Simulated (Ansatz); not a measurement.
One change: `[SiH3]/C=C/Cl` becomes `F/C=C/[SiH3]`.

Ansatz, PBE0-D4/def2-TZVP geometries, multiplicity 1. 

| property | `[SiH3]/C=C/Cl` |
| --- | --- |
| zero-point energy (PBE0-D4/def2-TZVP) / kJ/mol | 152.7 |
| HOMO energy (PBE/def2-TZVPP) / eV | -6.53 |
| HOMO–LUMO gap (PBE0/def2-TZVPP) / eV | 6.91 |
| HOMO–LUMO gap (PBE/def2-TZVPP) / eV | 4.80 |
| LUMO energy (PBE0/def2-TZVPP) / eV | -0.77 |
| HOMO–LUMO gap (ωB97M-V/def2-TZVPP) / eV | 11.18 |

Task: What does the change do to each property? (An estimate is asked.)

Result: Computed: 
```json
{"property": "zero-point energy (PBE0-D4/def2-TZVP) / kJ/mol", "`F/C=C/[SiH3]`": "156.8", "shift": "4.1"}
{"property": "HOMO energy (PBE/def2-TZVPP) / eV", "`F/C=C/[SiH3]`": "-6.65", "shift": "-0.12"}
{"property": "HOMO–LUMO gap (PBE0/def2-TZVPP) / eV", "`F/C=C/[SiH3]`": "7.57", "shift": "0.66"}
{"property": "HOMO–LUMO gap (PBE/def2-TZVPP) / eV", "`F/C=C/[SiH3]`": "5.34", "shift": "0.54"}
{"property": "LUMO energy (PBE0/def2-TZVPP) / eV", "`F/C=C/[SiH3]`": "-0.30", "shift": "0.47"}
{"property": "HOMO–LUMO gap (ωB97M-V/def2-TZVPP) / eV", "`F/C=C/[SiH3]`": "11.94", "shift": "0.76"}
```

With PBE0 the HOMO falls by 0.19 eV and the LUMO rises by 0.47 eV, so the gap widens by about 0.66 eV. PBE moves the HOMO by -0.12 eV and ωB97M-V by -0.26 eV.
